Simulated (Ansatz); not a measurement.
Coupled-cluster diagnostics for NiMe2 (C2H6Ni), Ansatz.

Geometry of the triplet (r2SCAN-D4/def2-TZVP):

```csv
atom,x (Å),y (Å),z (Å)
Ni1,-0.251,0.319,-0.542
C2,1.672,0.525,-0.465
H3,1.973,1.026,0.458
H4,1.977,1.140,-1.322
H5,2.169,-0.446,-0.529
C6,-1.672,-0.524,0.464
H7,-1.518,-1.604,0.525
H8,-2.616,-0.328,-0.061
H9,-1.733,-0.108,1.473
```

Correlated methods freeze 7 core orbitals; core or outer-core shells of Ni are correlated, in sets that lack core-valence functions.

(1) Estimate the CCSD(T) correlation energy, the shares of MP2 and (T), T1 and the reference's ⟨S²⟩ for: charge 0, triplet, own geometry in def2-TZVP; charge 1, quartet, vertical in def2-TZVP; and the rough time on 2 threads of Intel Xeon Platinum 8488C on a shared host.

Results:

(1) 
| state | basis | correlation (eV) | MP2 share (%) | (T) share (%) | T1 | ⟨S²⟩ (pure) | wall time | remarks |
| --- | --- | --- | --- | --- | --- | --- | --- | --- |
| charge 0, triplet, own geometry | def2-TZVP | -25.698 | 96.6 | 3.0 | 0.043 | 2.02 (2.00) | 1.9 min | – |
| charge 1, quartet, vertical | def2-TZVP | -24.830 | 95.6 | 2.9 | 0.068 | 3.77 (3.75) | 2.3 min | large T1 |
Customary marks for T1 are 0.02 (closed shells), 0.045 (open shells) and about 0.05 (3d metals). T1 exceeds 0.02 in 2 of 2 rows and 0.045 in 1; the higher it lies, the less the single-reference result can be trusted.
